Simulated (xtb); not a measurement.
C5H5F, SMILES C=CC=C=CF. All values are semi-empirical tight-binding results from xtb (GFN2-xTB unless named), good for trends rather than for accurate numbers. Geometry: GFN2-xTB. The structure was generated by enumeration, and PubChem lists no compound with its InChIKey, so it may never have been made. Other conformers were not sampled.

```
Item                                           Result
--------------------------------------  -------------
orbital gap                                   3.75 eV
dipole moment                                  2.55 D
zero-point energy                       49.8 kcal/mol
G − E(el) at 298.15 K (modified RRHO)   30.7 kcal/mol
static polarisability (D4 model)           59.7 bohr³
solvation energy, GFN2-xTB/ALPB(water)  -2.4 kcal/mol
solvation energy, GFN2-xTB/ALPB(chcl3)  -5.5 kcal/mol
```

Computed IR lines (harmonic; lines under 4 % of the strongest left out, lines within 3 cm⁻¹ merged):
ν (cm⁻¹): 481 (w), 592 (w), 741 (w), 857 (w), 892 (w), 915 (w), 994 (vs), 1016 (m), 1124 (m), 1177 (w), 1216 (w), 1274 (w), 1380 (m), 1428 (m), 2055 (w), 3022 (w), 3040 (w), 3073 (m), 3100 (w), 3135 (m) (against the strongest line: vs over 80 %, s over 45 %, m over 15 %, w over 4 %, vw less)
